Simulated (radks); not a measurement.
Question: Ho2+, 65 electrons, occupied as [Xe] 4f11. Method: scalar-relativistic Kohn-Sham, SCAN, spin-polarised, spherical densities, finite nucleus; open shells are filled with parallel spins first (spin-orbit coupling, left out, can overturn this in heavy ions); meta-GGA in the generalised Kohn-Sham scheme; Fermi nuclear charge, rms radius 5.2022 fm; computed with a radial shooting solver on a logarithmic mesh with Libxc functionals. Some entries of the table are withheld. Estimate them.

orbital,occ.,eigenvalue (hartree),<r^2> (bohr^2),<r> (bohr)
1s down,1,-2042.548,0.0005883,0.02074
1s up,1,-2042.548,0.0005883,0.02074
2s up,1,-342.9336,0.009162,0.08805
2s down,1,-342.9313,0.009161,0.08805
2p up,3,-303.7197,0.007441,0.07806
2p down,3,-303.7180,0.007441,0.07806
3s up,1,-77.38403,0.06023,0.2296
3s down,1,-77.33016,0.06017,0.2294
3p up,3,-65.31691,0.06066,0.2287
3p down,3,-65.26111,0.06059,0.2286
3d up,5,-50.00373,0.05081,0.2080
3d down,5,-49.95834,0.05073,0.2079
4s up,1,-15.90840,0.3035,0.5186
4s down,1,-15.78907,0.3039,0.5189
4p up,3,-11.91804,0.3437,0.5497
4p down,3,-11.79983,0.3444,0.5502
4d up,5,-6.51708,(1),0.5963
4d down,5,-6.39832,(2),0.5975
5s up,1,(3),1.816,1.269
5s down,1,(4),1.853,1.283
5p up,3,-1.49701,2.567,1.503
5p down,3,-1.48016,2.602,1.513
4f up,7,-0.67860,(5),0.8275
4f down,4,-0.56929,(6),0.8596

Answer: 
(1) 4d up <r^2> (bohr^2): 0.4128
(2) 4d down <r^2> (bohr^2): 0.4147
(3) 5s up eigenvalue (hartree): -2.42132
(4) 5s down eigenvalue (hartree): -2.39752
(5) 4f up <r^2> (bohr^2): 0.9202
(6) 4f down <r^2> (bohr^2): 1.018
